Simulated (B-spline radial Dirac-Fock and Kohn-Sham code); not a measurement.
What relativity does to the binding energies of Pd²¹⁺

System: the Pd²¹⁺ ion in the configuration [Ar] 3d7.

Both columns are ΔSCF binding energies of the configuration average from a radial atomic solver: non-relativistic Hartree-Fock with a point nucleus, and Dirac-Fock with a finite nucleus and the Coulomb interaction alone, averaged over the two j levels with weights 2j+1.

```
shell  Hartree-Fock (eV)  Dirac-Fock (eV)  shift (eV)  shift (%)
   1s            24442.7          25172.1     +729.42      +2.98
   2s             4170.6           4349.8     +179.21      +4.30
   2p             3914.9           3967.4      +52.57      +1.34
   3s             1284.6           1326.2      +41.59      +3.24
   3p             1181.0           1195.6      +14.54      +1.23
   3d             1008.0           1005.3       -2.62      -0.26
```

Relativity binds 1s, 2s, 2p, 3s, 3p more strongly, among those listed most of all 2s in relative terms, and 3d more weakly, because the contracted s and p shells screen the nucleus better.

Values without a named source are computed, but for edge energies of neutral atoms, which are taken from tables.
